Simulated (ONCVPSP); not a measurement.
## Hf (Z = 72): excitation energies, all-electron against ONCV

ONCVPSP 4.0.1 input, shortened (lines: element, Z, core and valence counts, functional; n l f; lmax; l rc ep ncon nbas qcut; lloc lpopt rc5 dvloc0; l nproj debl; icmod fcfact rcfact), LDA (Perdew-Wang 92), fully relativistic:

```
  Hf 72.00   10    4  -001012      upf
    1    0    2.00
    2    0    2.00
    2    1    6.00
    3    0    2.00
    3    1    6.00
    3    2   10.00
    4    0    2.00
    4    1    6.00
    4    2   10.00
    4    3   14.00
    5    0    2.00
    5    1    6.00
    5    2    2.00
    6    0    1.75
    2
    0    1.75    0.00    4    7    6.20
    1    2.05    0.00    5    8    5.30
    2    3.25    0.00    4    8    3.90
    4    5    1.15   -1.00
    0    2    3.20
    1    1    2.40
    2    2    0.90
    0    0.00    0.00
```

Open shells are filled in proportion to 2j + 1.

Energies are relative to the spin-unpolarised reference configuration 5s2 5p6 5d2 6s1.75; without spin polarisation the order of configurations can differ from experiment.

```csv
valence configuration,charge,ΔE all-electron (eV),error AE − PS (meV)
5s2 5p6 5d2 6s2,0,-1.492,+0.1
5s2 5p6 5d2 6s0,+2,21.194,-3.1
5s2 5p6 5d0 6s0,+4,76.404,+574
```

**Question.** What are ΔE and the potential's error for 5s2 5p6 5d2 6s1?

**Answer.** ΔE = 6.700 eV all-electron; the error (AE − PS) is +0.1 meV.

Levels in the configuration 5s2 5p6 5d2 6s1:

```csv
level,all-electron (eV),pseudo (eV)
5s j=1/2,-74.044,-74.117
5p j=3/2,-40.522,-40.572
5p j=1/2,-48.369,-48.428
5d j=5/2,-9.278,-9.286
5d j=3/2,-9.794,-9.804
6s j=1/2,-11.251,-11.251
```

Note: no bound ghost flagged; GHOST(+) flagged for s at 59.1 eV, d5/2 at 222.8 eV, d3/2 at 252.2 eV.
